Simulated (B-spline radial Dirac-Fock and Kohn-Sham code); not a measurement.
# How the levels of arsenic move as electrons are removed

Level of theory: multi-electron Dirac-Fock with separately optimised hole states, Breit and Lamb-shift corrections added in first order; a B-spline atomic structure program. Each ion is free and in its tabulated ground configuration. The model has no electron correlation.

Reference: As⁶⁺, [Ar] 3d9, with K (1s) 11983.6 eV, L1 (2s) 1652.0 eV, L2 (2p1/2) 1476.2 eV, L3 (2p3/2) 1440.3 eV, M3 (3p3/2) 252.2 eV, Kα1 (K-L3) 10543.2 eV, Kβ1 (K-M3) 11731.4 eV, Lℓ (L3-M1) 1122.6 eV. Shifts from it, in eV (a dash: the subshell is empty, belongs to an open shell averaged over j, or its hole state is left out as unreliable):

```
  ion  configuration  K (1s)  L1 (2s)  L2 (2p1/2)  L3 (2p3/2)  M3 (3p3/2)    Kα1     Kβ1      Lℓ
 As⁷⁺       [Ar] 3d8   +37.5    +38.2       +38.2       +38.2       +31.3  -0.65   +6.18   +6.04
 As⁸⁺       [Ar] 3d7   +77.7    +79.0       +78.9       +78.9       +64.2  -1.24  +13.42  +13.11
 As⁹⁺       [Ar] 3d6  +120.4   +122.3      +122.2      +122.2       +98.6  -1.76  +21.76  +21.20
As¹⁰⁺       [Ar] 3d5  +165.7   +167.9      +167.9      +167.9      +134.5  -2.17  +31.18  +30.32
As¹¹⁺       [Ar] 3d4  +213.5   +216.0      +216.1      +216.0      +171.8  -2.47  +41.72  +40.47
As¹²⁺       [Ar] 3d3  +263.8   +266.4      +266.6      +266.4      +210.4  -2.62  +53.37  +51.64
As¹³⁺       [Ar] 3d2  +316.6   +319.0      +319.4      +319.2      +250.4  -2.62  +66.15  +63.82
As¹⁴⁺       [Ar] 3d1  +371.8   +373.9      +374.5      +374.2      +291.7  -2.43  +80.05  +77.02
As¹⁵⁺   [Ne] 3s2 3p6  +429.5   +431.0      +431.8      +431.5      +334.4  -2.05  +95.08  +91.22
```

Over this range K (1s) moves by +429.5 eV and Kα1 by -2.0 eV: a line is a difference of two levels that shift in the same direction.

Values without a named source are computed, but for edge energies of neutral atoms, which are taken from tables.
